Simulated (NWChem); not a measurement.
BN₂H₅; SMILES B(N)N

```xyz
8

B      0.0000     0.0000    -0.4932
H      0.0000     0.0000    -1.7068
N     -1.2431     0.0000     0.1759
H     -2.1178     0.0000    -0.3260
H     -1.3522     0.0000     1.1808
N      1.2431     0.0000     0.1759
H      1.3522     0.0000     1.1808
H      2.1178     0.0000    -0.3260
```
Atoms are numbered in this order, from 1.

All runs: NWChem. Pople sets run with spherical d functions. Medium grid unless said otherwise, to which SCAN and Minnesota functionals are sensitive. Geometry: optimised at PBE0/def2-SVP. Hybrids' shares of exact exchange are those that their runs print; pure functionals count as 0. The functionals differ in more than this share.

```csv
row,share of exact exchange,highest occupied level (eV)
PBE/6-31G*,0.00,-4.92
TPSS/6-31G*,0.00,-5.02
B3LYP/6-31G*,0.20,withheld
MPW1K/6-31G*,0.43,-7.54
BHandHLYP/6-31G*,0.50,-7.77
M06-2X/6-31G*,0.54,-7.82
```

### Question
Fit a straight line of the last column on the one before it, predict the withheld value, and compare with the run.

### Answer

1. Means of the 5 shown rows: x = 0.294, y = -6.614. Slope Σ(x − x̄)(y − ȳ)/Σ(x − x̄)² = -1.627/0.2943 = -5.529; intercept -4.988.
2. The shown rows scatter about the line by 0.110 (root mean square); the largest residual is -0.17, at MPW1K/6-31G*.
3. At x = 0.20 (B3LYP/6-31G*; inside the shown range) the line gives -6.09.
4. The run gives -6.12, -0.03 from the line, 0.3 times the scatter.
